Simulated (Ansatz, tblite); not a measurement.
Isomers of Ag4H4 (singlet), found by a short tight-binding search and relaxed with r2SCAN-D4/def2-SVP in Ansatz.

In the def2 sets Ag takes a core potential; there is no spin–orbit coupling. The xTB rows come from tblite. Correlated methods freeze no core orbitals; core or outer-core shells of Ag are correlated, in sets that lack core-valence functions.

B: At B2PLYP/def2-TZVP the test of the restricted singlet for broken spin symmetry was undecided.

Other spin states weren't relaxed.

A:

```xyz
8

Ag    1.3762   -0.9466    0.9074
Ag   -0.8247    0.3980    1.6658
Ag    0.8247   -0.3980   -1.6658
Ag   -1.3762    0.9466   -0.9075
H     2.0576   -1.2596   -0.7095
H    -0.5147    0.5151   -2.4070
H    -2.0600    1.2558    0.7093
H     0.5170   -0.5113    2.4073
```

B:

```xyz
8

Ag   -0.079    0.954   -1.475
Ag   -1.212   -1.219   -0.307
Ag   -0.824    1.044    1.137
Ag    1.428   -0.490    0.405
H    -0.563   -0.745   -1.965
H     2.852   -1.090    0.904
H    -1.564   -0.618    1.396
H    -0.038    2.164   -0.095
```

Question: Estimate which lies lowest at each level, and how far above it the others are (kJ/mol).

Answer: 
```tsv
level	A	B
GFN1-xTB	0.0	97.9
GFN2-xTB	0.0	52.3
HF/def2-SVP	0.0	201.6
PBE-D4/def2-TZVP	0.0	173.3
r2SCAN-D4/def2-TZVP	0.0	177.2
B97M-V/def2-TZVP	0.0	170.9
PBE0-D4/def2-TZVP	0.0	186.7
B2PLYP/def2-TZVP	0.0	193.4
MP2/def2-SVP	0.0	207.0
CCSD/def2-SVP	0.0	197.1
CCSD(T)/def2-SVP	0.0	192.4
```
Point groups (tolerance 0.1 Å): A D4h, B Cs. Lower isomers may exist.
